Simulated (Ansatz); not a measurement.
Stepwise reaction of `[NH2][Ga]([NH2])[NH2]` with hydrogen, as a gas-phase model of exchange steps in deposition or etching. ΔE in kJ/mol; ΔG adds harmonic PBE0-D4 terms to CCSD(T)/CBS, at 1 bar.

Gas-phase electronic energies from Ansatz, PBE0-D4/def2-TZVP geometries. CCSD(T)/CBS adds triple-zeta CCSD(T) − MP2 to the extrapolated MP2 energy (def2 sets, frozen cores). This one scheme is used for every species. DFT in def2-TZVPP. B3LYP here is the variant with VWN-RPA as its local correlation; programs differ in this. For Ga outer-core shells are correlated without core-valence functions, which leaves a few kJ/mol of doubt a bond. Scalar relativity is left out up to krypton. One conformer a species, not always the lowest.

| step | reaction | PBE-D4 | B3LYP-D4 | ωB97M-V | CCSD(T)/CBS | ΔG(400 K) |
| --- | --- | --- | --- | --- | --- | --- |
| 1 | `[NH2][Ga]([NH2])[NH2]` + H₂ → `[NH2][GaH][NH2]` + NH₃ | -0.3 | 1.3 | 0.0 | 8.2 | 6.8 |
| 3 | `[NH2][GaH2]` + H₂ → `[GaH3]` + NH₃ | 37.4 | 35.8 | 33.2 | 42.0 | 45.4 |

Task: Give the row of step 2, `[NH2][GaH][NH2]` + H₂ → `[NH2][GaH2]` + NH₃. (Best estimate.)

Result: Ansatz gave: 
```tsv
step	reaction	PBE-D4	B3LYP-D4	ωB97M-V	CCSD(T)/CBS	ΔG(400 K)
2	`[NH2][GaH][NH2]` + H₂ → `[NH2][GaH2]` + NH₃	11.2	13.3	12.4	20.6	31.9
```

Task: By hand: ΔE of the 3 steps together at CCSD(T)/CBS.

Result: (8.2) + (20.6) + (42.0) = 70.8 kJ/mol, or 23.6 kJ/mol a step.

In ΔE each step is higher than the one before. All are uphill at CCSD(T)/CBS. ΔG lies between 6.8 and 45.4 kJ/mol a step. PBE-D4 differs from CCSD(T)/CBS by -9.4 to -4.6 kJ/mol a step. Isolated molecules leave out the surface, adducts and barriers. Largest T1 diagnostic: 0.014.
